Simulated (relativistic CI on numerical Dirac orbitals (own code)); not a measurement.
**Cd3+: L-alpha,beta X-ray emission**

Computed with this model: Dirac-Coulomb-Breit CI, separate exchange-only KLI orbitals for each configuration, a model potential for QED, multiplet model of X-ray emission after core ionisation, unscaled Slater integrals; configurations [Kr] 4d9 → [He] 2s2 2p5 3s2 3p6 3d10 4s2 4p6 4d9 → [Ar] 3d9 4s2 4p6 4d9; 300 K; Lorentzian 2 eV and Gaussian 0.6 eV FWHM. Energies are those of the free ion, without screening or charge transfer. S is read from ⟨S²⟩ = S(S + 1).

Field parameters in Wybourne normalisation: Td as Oh with Dq negative (B⁴₀ = 21Dq, B⁴₄ = √(5/14) B⁴₀). The field is a parameter set, without covalency.

free ion: ground-state S = 0.50, centroid 3196.98 eV. Peaks (eV, height): 3127.6 (13), 3135.0 (100), 3316.8 (65), 3323.4 (7).

Td, 10Dq = -7350 cm⁻¹: ground-state S = 0.50, centroid 3197.03 eV. Peaks (eV, height): 3127.2 (12), 3135.0 (100), 3317.4 (60), 3323.0 (7).

Strongest unbroadened transitions for Td, 10Dq = -7350 cm⁻¹:

```tsv
Energy (eV)	Relative strength
3130.87	8.3
3131.41	7.2
3132.96	9.0
3134.95	17.6
3134.98	100.0
3135.04	16.2
3135.62	16.2
3135.69	8.9
3135.81	13.8
3136.36	21.3
3315.76	7.4
3316.05	12.8
3316.40	20.4
3317.16	34.1
3317.48	29.1
3317.69	18.3
3317.81	20.5
3318.28	8.1
```
